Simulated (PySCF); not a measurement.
**UHF on Kr²⁺ (krypton, charge +2)**

Configuration: [Ar] 3d10 4s2 4p3 5s1, high-spin 5S determinant (an excited configuration). All numbers are calculated (PySCF 2.14, the spin-free X2C one-electron Hamiltonian (Gaussian nucleus), in aug-cc-pVQZ-DK (8s7p5d3f2g, 93 functions)).

```
Total energy                        : -2786.215999 hartree
One-electron energy                 : -3835.4086 hartree
Hartree (Coulomb) energy            : 1143.8831 hartree
Exchange energy                     : -94.6906 hartree
⟨S²⟩                                : 6.0005
⟨L²⟩                                : 0.000
Sum of ⟨r⟩                          : 22.95 bohr
Sum of ⟨r²⟩                         : 36.89 bohr²
Langevin diamagnetic susceptibility : -29.2 ×10⁻⁶ cm³/mol
```

```json
{"shell": "1s α", "electrons": "1", "mean orbital energy (hartree)": "-530.54576", "rms radius, mean of both spins (bohr)": "0.0478"}
{"shell": "1s β", "electrons": "1", "mean orbital energy (hartree)": "-530.52399", "rms radius, mean of both spins (bohr)": "0.0478"}
{"shell": "2s α", "electrons": "1", "mean orbital energy (hartree)": "-73.24685", "rms radius, mean of both spins (bohr)": "0.199"}
{"shell": "2s β", "electrons": "1", "mean orbital energy (hartree)": "-73.23310", "rms radius, mean of both spins (bohr)": "0.199"}
{"shell": "2p α", "electrons": "3", "mean orbital energy (hartree)": "-64.72194", "rms radius, mean of both spins (bohr)": "0.177"}
{"shell": "2p β", "electrons": "3", "mean orbital energy (hartree)": "-64.69868", "rms radius, mean of both spins (bohr)": "0.177"}
{"shell": "3s α", "electrons": "1", "mean orbital energy (hartree)": "-12.41871", "rms radius, mean of both spins (bohr)": "0.564"}
{"shell": "3s β", "electrons": "1", "mean orbital energy (hartree)": "-12.37586", "rms radius, mean of both spins (bohr)": "0.564"}
{"shell": "3p α", "electrons": "3", "mean orbital energy (hartree)": "-9.60772", "rms radius, mean of both spins (bohr)": "0.581"}
{"shell": "3p β", "electrons": "3", "mean orbital energy (hartree)": "-9.55595", "rms radius, mean of both spins (bohr)": "0.581"}
{"shell": "3d α", "electrons": "5", "mean orbital energy (hartree)": "-4.93456", "rms radius, mean of both spins (bohr)": "0.609"}
{"shell": "3d β", "electrons": "5", "mean orbital energy (hartree)": "-4.90803", "rms radius, mean of both spins (bohr)": "0.609"}
{"shell": "4s α", "electrons": "1", "mean orbital energy (hartree)": "-2.34815", "rms radius, mean of both spins (bohr)": "1.58"}
{"shell": "4s β", "electrons": "1", "mean orbital energy (hartree)": "-1.94370", "rms radius, mean of both spins (bohr)": "1.58"}
{"shell": "4p α", "electrons": "3", "mean orbital energy (hartree)": "-1.59648", "rms radius, mean of both spins (bohr)": "1.80"}
{"shell": "5s α", "electrons": "1", "mean orbital energy (hartree)": "-0.63206", "rms radius, mean of both spins (bohr)": "3.95"}
```

The outer electron is Rydberg-like, and this basis confines it to a smaller radius and binds it less than a complete one would.

Densities and radii are taken from the X2C orbitals without a picture-change correction, which distorts them close to the nucleus.

Spin-orbit constants ζ (cm⁻¹) from the X2C one-electron operator on these orbitals: bare nucleus, nucleus screened by l(l+1)(2l+1)/3 electrons, and screened by the Breit-Pauli mean field of the electrons.

```csv
shell,bare,screened nucleus,mean field
2p,297300,280800,n/a
3p,43910,41470,n/a
3d,5571,4023,n/a
4p,4418,4172,n/a
```
